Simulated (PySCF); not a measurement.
Predicted microwave data (PBE0/pcSseg-1 in PySCF (dipole) on a GFN2-xTB geometry, gas phase) for one isomer of C7H14N2:

* Rotational constants: A = 2205, B = 1166, C = 827.3 MHz
* Dipole components: |μa| = 1.37 D, |μb| = 0.10 D, |μc| = 0.12 D
* Inertial defect: -51.66 u·Å²
* κ: -0.51

Question: Which candidate fits, each taken in the one conformer that was computed?
A. `[CH2:1]=[CH:2][CH2:3][N:4]([NH:5][CH3:6])[CH:7]1[CH2:8][CH2:9]1` with C1–C2–C3–N4 131°, C2–C3–N4–N5 -72°, C3–N4–N5–C6 89°, C3–N4–C7–C8 -89°
B. `[CH3:1][CH:2]([CH3:3])[C:4]1=[N:5][N:6]([CH3:7])[CH2:8][CH2:9]1` with C1–C2–C4–N5 115°, C4–N5–N6–C7 151°, N5–N6–C8–C9 -16°, N6–C8–C9–C4 13°, C2–C4–C9–C8 175°
C. `[CH2:1]=[CH:2][N:3]([NH:4][CH2:5][CH3:6])[CH:7]1[CH2:8][CH2:9]1` with C1–C2–N3–N4 -164°, C2–N3–N4–C5 67°, N3–N4–C5–C6 -179°, C2–N3–C7–C8 158°
D. `[CH2:1]=[CH:2]/[C:3]([CH2:4][CH:5]([CH3:6])[CH3:7])=[N:8]/[NH2:9]` with C1–C2–C3–C4 1°, C2–C3–C4–C5 -104°, C3–C4–C5–C6 69°, C3–N8–N9–H 160° and 22°
E. `[CH3:1][NH:2][N:3]([CH:4]1[CH2:5][CH2:6]1)[CH:7]1[CH2:8][CH2:9]1` with C1–N2–N3–C4 -79°, N2–N3–C4–C5 163°, N2–N3–C7–C8 -64°

Answer: C. It is C=CN(NCC)C1CC1, an asymmetric top, point group C1. The candidates at the same level (rigid rotor, commonest isotopes):

| SMILES | A (MHz) | B (MHz) | C (MHz) | μa (D) | μb (D) | μc (D) | Δ (u·Å²) | point group | rotor |
| --- | --- | --- | --- | --- | --- | --- | --- | --- | --- |
| CC(C)C1=NN(C)CC1 | 3412 | 959.0 | 906.6 | 0.02 | 1.57 | 0.97 | -117.70 | C1 | near-prolate asymmetric top |
| C=CN(NCC)C1CC1 | 2205 | 1166 | 827.3 | 1.37 | 0.10 | 0.12 | -51.66 | C1 | asymmetric top |
| C=C/C(CC(C)C)=N/N | 1785 | 1327 | 877.0 | 1.41 | 1.23 | 1.12 | -87.66 | C1 | asymmetric top |
| C=CCN(NC)C1CC1 | 2687 | 1050 | 833.2 | 0.81 | 0.41 | 0.60 | -62.65 | C1 | asymmetric top |
| CNN(C1CC1)C1CC1 | 2024 | 1484 | 959.1 | 0.98 | 0.22 | 0.86 | -63.36 | C1 | asymmetric top |

`C=CCN(NC)C1CC1` has A 22 % too high; `CC(C)C1=NN(C)CC1` has A 55 % too high; `C=C/C(CC(C)C)=N/N` has A 19 % too low; `CNN(C1CC1)C1CC1` has B 27 % too high. No structure here is proved a minimum.
